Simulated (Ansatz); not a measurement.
Ansatz input wanted

[SiI4]−: 5 atoms, total charge -1, spin state doublet. SMILES of the parent species: `I[Si](I)(I)I`. The shape was relaxed beforehand at B3LYP/def2-SVP.

```xyz
5

I    -1.2885    0.0152    2.3409
Si    0.0000    0.0000    0.0000
I     2.2636   -1.3998    0.2384
I    -1.5507   -1.1246   -1.8630
I     0.5756    2.5092   -0.7162
```

Settings wanted:

| Setting | Value |
| --- | --- |
| basis set | def2-SVP |
| core potential | def2-SVP |
| integral approximation | none |
| task | energy |
| method | MP2 |
| dispersion | none |
| reference | UHF |
| accuracy | medium |
| frozen core orbitals | 21 |
| paw set | gaussian |
| start | atoms |

Question: Give an Ansatz 0.2.0 job that does this.

Answer: One that was run (others would do as well):

in.yaml:
```yaml
crystal:
  periodic: [false, false, false]
  atoms:
    - {symbol: I, position_ang: [-1.288532, 0.015187, 2.340855]}
    - {symbol: Si, position_ang: [-0.000000, -0.000000, 0.000000]}
    - {symbol: I, position_ang: [2.263608, -1.399799, 0.238350]}
    - {symbol: I, position_ang: [-1.550687, -1.124556, -1.863034]}
    - {symbol: I, position_ang: [0.575622, 2.509169, -0.716172]}
basis:
  gaussian: {orbitals: def2-SVP}
total_charge: -1
magnetization: {spin_polarized: true, initial_magnetization: 1}
correlation: {method: mp2, frozen_orbitals: {I: 4, Si: 5}}
```

```bash
$ ansatz run in.yaml --threads 1 --pin off --max-ram 3480MiB --events-out events.jsonl --progress --plain --runs-dir runs
```

Calculated total energy: -1476.21516 Eh. Without diffuse functions such a state is poorly described.
